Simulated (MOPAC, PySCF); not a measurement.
H$_{3}$B$_{3}$, SMILES `B1BB1`, neutral singlet in the gas phase. 

Cartesian coordinates (Å):
```xyz
6

B     -0.8139    -0.6089    -0.0073
B      1.0036     0.1599    -0.0021
B     -0.3542     0.8370     0.0180
H     -0.9678    -1.7744    -0.0290
H      1.9475    -0.5411    -0.0206
H     -0.8153     1.9276     0.0410
```
Charge 0, spin multiplicity 1.

All levels are single points at this geometry (B3LYP-D3(BJ)/def2-TZVP); Pople sets use spherical d functions. Orbital energies aren't observables, and empty levels follow the basis.

```csv
level,HOMO (eV),LUMO (eV),gap (eV),dipole (D),"vertical IE, Delta-SCF (eV)"
B3LYP-D3(BJ)/def2-TZVP in PySCF,-6.67,-3.75,2.92,1.16,9.15
M06-2X/def2-TZVP in PySCF,-7.88,-2.60,5.28,1.28,9.05
B3LYP/3-21G in PySCF,-6.64,-3.68,2.96,1.17,–
B3LYP/6-31G* in PySCF,-6.36,-3.41,2.95,1.14,8.99
M06-2X/6-31G* in PySCF,-7.65,-2.31,5.34,1.26,–
HF/3-21G in PySCF,-8.63,0.11,8.73,1.60,–
AM1 in MOPAC,-7.46,-0.08,7.37,1.57,–
PM6 in MOPAC,-8.04,-1.58,6.46,2.44,–
PM7 in MOPAC,-8.57,-1.77,6.80,3.02,–
```
